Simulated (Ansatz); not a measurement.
Ansatz (a program for electronic structure) input:

Ansatz 0.2 input:
```yaml
crystal:
  periodic: [false, false, false]
  atoms:
    - {symbol: W, position_ang: [0.23714477, 0.25646960, 0.36321785]}
    - {symbol: O, position_ang: [1.51746613, -0.48467762, -0.48694492]}
    - {symbol: O, position_ang: [-0.71238565, -0.87612859, 1.21601983]}
    - {symbol: Cl, position_ang: [-1.07587350, 1.12373393, -1.15747845]}
basis:
  gaussian:
    orbitals: def2-TZVP
hamiltonian:
  xc: b3lyp
  dispersion: d3bj
total_charge: 1
relax: {f_tol: 0.002, max_steps: 150}
```

**Question.** What final total energy does it print?

**Answer.** -677.64629 Eh (B3LYP-D3(BJ)/def2-TZVP). The basis has 139 functions. The run takes roughly 40 core-seconds.
